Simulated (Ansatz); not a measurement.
Computed with Ansatz on PBE0-D4/def2-TZVP structures; ΔE is electronic, products minus reactants. CCSD(T)/CBS adds triple-zeta CCSD(T) − MP2 to the extrapolated MP2 energy (def2 sets, frozen cores). DFT in def2-TZVPP. Elements past krypton have def2 core potentials. For Te outer-core shells are correlated without core-valence functions, which leaves a few kJ/mol of doubt a bond. One conformer a species, not always the lowest.

Reaction (formal exchange of groups at a Te–C bond): `FC([SiH3])[TeH]` + `NCF` → `NC(F)[TeH]` + `FC[SiH3]`

`FC([SiH3])[TeH]`:

```xyz
9

F     0.016    0.722    1.735
C     0.348    0.059    0.565
Si   -0.622    0.751   -0.910
Te   -0.031   -2.054    0.714
H     1.426    0.152    0.416
H     0.060    0.317   -2.154
H    -0.656    2.233   -0.829
H    -2.008    0.215   -0.877
H     1.466   -2.396    1.341
```

`NCF`:

```xyz
7

N    -0.697   -0.048   -0.557
C     0.525   -0.099    0.130
F     0.486    0.506    1.398
H    -1.436   -0.546   -0.080
H    -0.995    0.896   -0.756
H     0.820   -1.137    0.299
H     1.297    0.427   -0.434
```

`NC(F)[TeH]`:

Z-matrix (Å, degrees):
```
C
F 1 1.373
Te 1 2.201 2 107.1
N 1 1.399 2 110.7 3 -123.8
H 1 1.089 2 108.0 3 115.5
H 3 1.657 1 94.3 2 44.8
H 4 1.009 1 115.8 2 80.2
H 4 1.007 1 114.5 2 -146.6
```

`FC[SiH3]`:

```xyz
8

F    -1.631    0.412    0.956
C    -0.248    0.286    0.896
Si    0.291   -0.271   -0.834
H     0.063   -0.437    1.658
H     0.195    1.253    1.156
H     1.774   -0.386   -0.834
H    -0.131    0.732   -1.844
H    -0.312   -1.589   -1.154
```

```tsv
level	ΔE (kcal/mol)
PBE-QIDH	6.6
BLYP	5.0
```

**Question.** What does CCSD(T)/CBS give? (Best estimate.)

**Answer.** Computed: +7.2 kcal/mol. The listed levels differ from it by -0.6, -2.2 kcal/mol.

Largest T1 diagnostic among the species: 0.012.

Leaving LDA and LC-ωPBE aside and taking each functional with its dispersion term where it has one, the values, not all of them listed here, spread over 1.1 kcal/mol, from revPBE-D4 to PBE-QIDH. At CCSD(T), def2-SVP lies −1.1 kcal/mol from the extrapolated value and def2-TZVPP −0.3 kcal/mol.
